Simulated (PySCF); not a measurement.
C₄H₈OSi, SMILES C/C=C1/OC[SiH2]1.

The structure is a stationary point at ωB97X-D3(BJ)/def2-SVP. The structure was generated by enumeration; whether it is a known compound was not checked.

Vertical ionisation energy (IE) and electron affinity (EA) in eV. Rows of orbital energies are one-electron estimates. Where ΔSCF, EOM or ADC give a negative EA the extra electron is unbound and the value depends on the basis.

| level | IE | EA |
|---|---|---|
| −ε(HOMO), −ε(LUMO), ωB97X/def2-TZVP (PySCF) | 8.49 | -1.82 |
| −ε(HOMO), −ε(LUMO), PBE/def2-TZVP (PySCF) | … | … |

Task: What belongs in the gaps? (The exact figures need the calculation; the answer reports its results.)

Result: 
- −ε(HOMO), −ε(LUMO), PBE/def2-TZVP (PySCF), IE: 5.07
- −ε(HOMO), −ε(LUMO), PBE/def2-TZVP (PySCF), EA: 1.00
